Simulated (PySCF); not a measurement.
**Dipole moment and polarisability of `O[C@@]12C[C@@H](Cl)C[C@@H]1C2`**

Species: C6H9ClO.
SMILES with atom numbers: `[OH:1][C@@:2]12[CH2:3][C@@H:4]([Cl:5])[CH2:6][C@@H:7]1[CH2:8]2` (hydrogens: H9 on O1; H10, H11 on C3; H12 on C4; H13, H14 on C6; H15 on C7; H16, H17 on C8)

Geometry (GFN2-xTB, Å), atoms numbered from 1 in this order:
```xyz
17
C6H9ClO angstrom
O      1.7846    0.9534   -1.2262
C      0.8422    0.4738   -0.3281
C     -0.5426    1.1071   -0.3506
C     -1.4588    0.0490    0.2697
Cl    -3.1059    0.1265   -0.4132
C     -0.7994   -1.3101    0.0002
C      0.6774   -1.0000   -0.1002
C      1.2798   -0.1339    0.9770
H      2.1184    1.8052   -0.9210
H     -0.8190    1.2878   -1.3912
H     -0.5912    2.0532    0.1908
H     -1.5856    0.2187    1.3404
H     -1.1505   -1.7133   -0.9510
H     -1.0310   -2.0296    0.7860
H      1.3116   -1.7133   -0.6026
H      2.3439   -0.2297    1.1329
H      0.7193    0.0672    1.8759
```

Level: wB97X-D/def2-SVPD (PySCF), static field, nuclei fixed, core orbitals frozen in the response. The polarisability tensor in these axes (au):

```
x   95.88  1.55  3.63
y    1.55 78.81 -2.58
z    3.63 -2.58 73.13
```

**Question.** Diagonalise the tensor; give its mean and Δα, where Δα² is half the sum of the squared differences of the eigenvalues.

**Answer.** Principal values 71.50, 79.80 and 96.52 au; mean 82.61 au = 12.24 Å³ = 13.62 × 10⁻⁴⁰ C²·m²/J; Δα = 22.08 au (27 % of the mean).

**Question.** What is the dipole moment, and where does it point?

**Answer.** (1.79, 0.54, 1.76) D, 2.57 D in size, pointing from the negative to the positive side. Measured along this direction, the outermost atoms are Cl5 at the negative end and H16 at the positive end.

**Question.** Directions of the eigenvectors, and the extent of the frame along each?

**Answer.** Largest value along (0.99, 0.07, 0.15), where the nuclei span 5.58 Å; middle along (-0.01, 0.93, -0.36), 4.17 Å; least along (-0.16, 0.36, 0.92), 3.01 Å. The response follows the extents in order.

**Question.** Estimate the molar refractivity from the static electronic polarisability.

**Answer.** Lorentz–Lorenz: R = (4π/3)N_A α = 2.5225 cm³/(mol·Å³) × 12.24 Å³ = 30.9 cm³/mol, in the limit of long wavelengths.

**Question.** Rayleigh depolarisation ratio (linearly polarised light, static tensor)?

**Answer.** ρ = 3Δα²/(45ᾱ² + 4Δα²) = 1462.0/(307066 + 1949.3) = 0.00473.

**Question.** Refractivity n − 1 of an ideal gas of it at 400 K and 1 atm, from the electronic α?

**Answer.** N = p/kT = 1.8347 × 10¹⁹ cm⁻³, so n − 1 = 2π × N × 12.24 × 10⁻²⁴ cm³ = 1411 × 10⁻⁶ at long wavelengths.

Geometry: GFN2-xTB, one conformer, isolated molecule.
